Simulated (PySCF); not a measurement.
GaCl2, SMILES [Cl][Ga+][Cl], charge +1. Geometry: PBE0-D3(BJ)/def2-TZVP. The multiplicity is an assumed one; other spin states were not compared. The isomer is the one that the SMILES or the coordinates give; other isomers of the formula were not compared.

Computed equilibrium geometry at PBE0-D3(BJ)/def2-TZVP (PySCF confirms it by a frequency run) as a Z-matrix, and its point group:
point group D∞h.
```
Ga
Cl 1 2.0233
Cl 1 2.0233 2 180.00
```
Charge +1, spin multiplicity 1.
